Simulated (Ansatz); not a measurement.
# Relative stability

The two ends of one reaction step of Si$_{3}$N$_{2}$H$_{11}$O, doublet (PBE0-D4/def2-TZVP).

A:

```xyz
17
angstrom
Si 1.0707 0.7327 2.0298
N 0.2955 -1.4435 -0.7440
Si 0.1321 -0.7115 -2.2916
N -0.1636 1.4347 1.0826
Si -1.7892 0.8695 0.8549
H 0.4314 -0.3652 2.8157
H 1.1209 -1.2194 -0.2038
O 2.2530 0.1239 1.0257
H 0.0436 -2.4133 -0.6377
H 0.2679 0.7601 -2.1332
H 1.1308 -1.1346 -3.3202
H -1.2158 -1.0456 -2.8220
H 0.1040 2.2380 0.5300
H -2.7654 1.8704 1.3706
H -1.9441 -0.3911 1.6165
H -2.0992 0.6604 -0.5831
H 3.1275 0.0347 1.4098
```

B:

| atom | x (Å) | y (Å) | z (Å) |
| --- | --- | --- | --- |
| Si1 | 0.2463 | -0.0803 | 0.8494 |
| N2 | 0.9306 | -0.6528 | -0.6173 |
| Si3 | 0.2499 | -0.5221 | -2.2004 |
| N4 | -0.9604 | 1.0875 | 0.4565 |
| Si5 | -2.5700 | 1.2485 | 1.0730 |
| H6 | -0.4571 | -1.1178 | 1.6685 |
| H7 | 3.0780 | -0.3698 | 1.3981 |
| O8 | 3.5192 | -1.0421 | 0.8652 |
| H9 | 1.8712 | -1.0229 | -0.5319 |
| H10 | 0.1429 | 0.8915 | -2.6620 |
| H11 | 1.1356 | -1.2534 | -3.1433 |
| H12 | -1.1178 | -1.1032 | -2.2470 |
| H13 | -0.6460 | 1.8376 | -0.1463 |
| H14 | -2.7188 | 2.4442 | 1.9477 |
| H15 | -2.8713 | 0.0276 | 1.8586 |
| H16 | -3.5452 | 1.3870 | -0.0424 |
| H17 | 3.7128 | -1.7593 | 1.4735 |

Ansatz 0.2.0; basis: def2-TZVPP; cores frozen in the correlated methods; orbitals are unrestricted. B3LYP uses VWN-RPA correlation.

Task: Which structure is lower at CCSD(T), and by how much? (Judge from chemistry; the value comes from the calculation.)

Result: Computed: A, by 0.291 eV (electronic energy, against the other). By their contacts, A is a complex of Si₂NH₆O ([OH][SiH][NH][SiH3]) + SiNH₅ ([NH2][SiH3]) and B is a complex of Si₃N₂H₉ ([SiH3][NH][SiH][NH][SiH3]) + H₂O.

All methods give the same order:

```json
{"method": "SPW92", "E(B) − E(A) (eV)": "0.264"}
{"method": "PBE-D4", "E(B) − E(A) (eV)": "0.259"}
{"method": "BLYP-D4", "E(B) − E(A) (eV)": "0.303"}
{"method": "r2SCAN-D4", "E(B) − E(A) (eV)": "0.313"}
{"method": "B97M-V", "E(B) − E(A) (eV)": "0.334"}
{"method": "PBE0-D4", "E(B) − E(A) (eV)": "0.273"}
{"method": "B3LYP-D4", "E(B) − E(A) (eV)": "0.319"}
{"method": "r2SCAN0-D4", "E(B) − E(A) (eV)": "0.313"}
{"method": "BHLYP-D4", "E(B) − E(A) (eV)": "0.340"}
{"method": "CAM-B3LYP-D4", "E(B) − E(A) (eV)": "0.352"}
{"method": "wB97X-V", "E(B) − E(A) (eV)": "0.331"}
{"method": "wB97M-V", "E(B) − E(A) (eV)": "0.339"}
{"method": "B2PLYP", "E(B) − E(A) (eV)": "0.304"}
{"method": "PBE-QIDH", "E(B) − E(A) (eV)": "0.272"}
{"method": "RPA on PBE", "E(B) − E(A) (eV)": "0.304"}
{"method": "HF", "E(B) − E(A) (eV)": "0.360"}
{"method": "MP2", "E(B) − E(A) (eV)": "0.295"}
{"method": "CCSD", "E(B) − E(A) (eV)": "0.301"}
{"method": "CCSD(T)", "E(B) − E(A) (eV)": "0.291"}
```

T1 diagnostic: at most 0.014. ⟨S²⟩ of the unrestricted Hartree–Fock references: 0.75 (a pure state has 0.75).

Labels in which every atom is bracketed show which atoms are joined, not bond orders.

For scale, one of the runs: CCSD(T)/def2-TZVPP, 373 basis functions, launched by `ansatz run in.yaml --threads 4 --pin off --events-out ev --progress --plain --max-ram 63488MiB --backend cuda --devices 0, --max-vram 37GiB`. Time: 56 s of wall clock on 4 CPU threads of an AMD EPYC 7R13 and a share of one NVIDIA H100; the host was shared. Peak host memory: 0.91 GiB.
